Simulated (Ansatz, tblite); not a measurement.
Cost and result up the ladder for GaF3 (4 atoms). The state is a singlet with charge 0. Geometry: PBE-D4/def2-TZVP.

Cartesian coordinates in Å:
```
Ga 0.0002 -0.0004 -0.0002
F -0.6745 1.2880 -0.9664
F -0.2093 0.0091 1.7333
F 0.8836 -1.2968 -0.7667
```

Ansatz on 4 threads of Arm Neoverse V1 on a shared host; xTB runs through tblite on one thread. Times are rough, summed over both states, and most runs start from the orbitals of an earlier one. CCSD(T)/def2-TZVPP serves as the yardstick here, not as an exact answer. The other state is a doublet.

The xTB rows come from tblite. Correlated methods freeze 12 core orbitals; core or outer-core shells of Ga are correlated, in sets that lack core-valence functions.

Raw xTB energies of ions are shifted by several eV.

```csv
level,functions,vertical IE (eV),difference from CCSD(T)/def2-TZVPP (eV)
PBE-D4/def2-TZVP,141,13.43,-1.63
GFN1-xTB,21,18.43,3.37
r2SCAN-D4/def2-TZVP (with forces),141,13.76,-1.30
CCSD(T)/def2-TZVPP,141,15.06,0.00
GFN2-xTB,21,18.99,3.93
PBE0-D4/def2-TZVP,141,14.31,-0.75
```

Estimate how long each takes.

GFN2-xTB 0.005 s; GFN1-xTB 0.006 s; PBE-D4/def2-TZVP 3.3 s; PBE0-D4/def2-TZVP 8.7 s; r2SCAN-D4/def2-TZVP (with forces) 13 s; CCSD(T)/def2-TZVPP 2.3 min. On shared hardware such times vary by a factor of up to 3.
